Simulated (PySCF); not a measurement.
**Electric field gradients and quadrupole coupling constants**

Compound: transoidal hexafluoroacetone imine, C3HF6N.
Geometry (PBE0-D3(BJ)/def2-SVP, Å), atoms numbered from 1 in this order:
```
atom  x, y, z in Å
N1     0.076    1.505   -0.826
C2     0.066    0.401   -0.224
C3     1.389   -0.296    0.079
F4     2.400    0.324   -0.494
F5     1.600   -0.328    1.395
F6     1.358   -1.555   -0.360
C7    -1.203   -0.316    0.237
F8    -1.402   -1.425   -0.466
F9    -2.259    0.478    0.061
F10   -1.134   -0.641    1.522
H11   -0.879    1.860   -0.948
```

Field gradients from the PBE0/pcSseg-1 density (PySCF, non-relativistic), principal values in atomic units, ordered |Vxx| ≤ |Vyy| ≤ |Vzz|:

```csv
atom,Vxx,Vyy,Vzz
N1,0.1642,0.9316,-1.0958
```

**Question.** Find the asymmetry η = (Vxx − Vyy)/Vzz and the couplings χ = eQV/h (234.96 MHz × Q in barn × V in au), with Q(14N) = 0.02044 b.

**Answer.** 
| atom | environment | nucleus | η | χzz (MHz) | χxx (MHz) | χyy (MHz) |
| --- | --- | --- | --- | --- | --- | --- |
| N1 | imine nitrogen | 14N | 0.70 | -5.26 | 0.79 | 4.47 |

The tensor is traceless: Vxx + Vyy + Vzz = 0.

**Question.** What is Vzz at N1 in SI units (1 au = 9.71736 × 10²¹ V/m²)?

**Answer.** -1.0958 au = -10.648 × 10²¹ V/m².

Geometry: PBE0-D3(BJ)/def2-SVP; no solvent, vibrations or thermal averaging. A larger basis could move these couplings by a tenth or more.
